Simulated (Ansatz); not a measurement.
## Abstraction of Br: SiH3Br + CCl2F → SiH3 + CBrCl2F

Species: SiH3Br `[SiH3]Br`, singlet; CCl2F (dichlorofluoromethyl radical) `F[C](Cl)Cl`, doublet; SiH3 (silyl radical) `[SiH3]`, doublet; CBrCl2F (bromodichlorofluoromethane) `FC(Cl)(Cl)Br`, singlet. A radical takes Br: the energy is the difference in strength between the Si–Br bond broken and the C–Br bond made.

Shapes, held fixed at every level: PBE0-D4/def2-TZVP. Programs: Ansatz 0.2.0. The zero-point and thermal change to 298 K, harmonic and unscaled (PBE0-D4/def2-TZVP), is -4.6 kJ/mol.

```tsv
level	kind	ΔH(298 K) (kJ/mol)	less CCSD(T)/def2-TZVPP
SPW92/def2-TZVPP	LDA	+120.4	-13.1
BHLYP-D4/def2-TZVPP	global hybrid	+156.2	+22.7
PBE0-D4/def2-TZVPP	global hybrid	+140.0	+6.5
r2SCAN0-D4/def2-TZVPP	global hybrid	+151.3	+17.8
CCSD(T)/def2-SVP	coupled cluster or CI	+128.7	-4.8
CCSD/def2-TZVPP	coupled cluster or CI	+140.6	+7.1
CCSD(T)/def2-TZVPP	coupled cluster or CI	+133.5	0.0
```

The highest level, CCSD(T)/def2-TZVPP, gives ΔH(298 K) = +133.5 kJ/mol; the levels span +120.4 to +156.2. The column of differences is taken from that level and isn't an error. No measured value is set beside it here. Open shells run unrestricted. Relativity is left out for Br. Outer-core shells of Br are correlated, in sets that cover them unevenly.
